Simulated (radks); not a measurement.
The numbers below are computed, except where a source is named.
Task: Dipole-allowed excitations along the series with 2 electrons in [He]. Code: a radial shooting solver on a logarithmic mesh with Libxc functionals. Model: non-relativistic Kohn-Sham, LB94 model potential, spin-polarised, spherical densities, point nucleus. Time-dependent linear response with the Hartree and adiabatic LDA kernel, continuum included through the Sternheimer equations. Lines are the poles of the dipole polarisability below minus the highest occupied eigenvalue, found on a grid refined at the orbital gaps; the lowest seven at most are given, and weak or close lines can be missed. The first line takes the name of the lowest orbital gap if no other gap lies below it; otherwise a line is named after a gap within 0.6 % of it, if that gap stands alone.

| species | -e(HOMO) (eV) | lowest orbital gap (eV) | first line (eV) | f | static alpha (bohr^3) |
|---|---|---|---|---|---|
| Ti20+ | 6167.8 | 1s-2p 4687.2 | 4693.3 (1s-2p) | 0.778 | 0.00004141 |
| V21+ | 6760.6 | 1s-2p 5134.8 | 5141.2 (1s-2p) | 0.781 | 0.00003455 |
| Cr22+ | 7380.7 | 1s-2p 5602.8 | 5609.5 (1s-2p) | 0.783 | 0.00002905 |
| Mn23+ | 8028.0 | 1s-2p 6091.2 | 6098.2 (1s-2p) | 0.785 | 0.00002461 |
| Fe24+ | 8702.5 | 1s-2p 6600.0 | 6607.3 (1s-2p) | 0.787 | 0.00002098 |

Estimate the first line of Co25+, its oscillator strength and the static polarisability.

Result: 7136.9 eV (1s-2p), f = 0.788, alpha = 0.00001800 bohr^3.
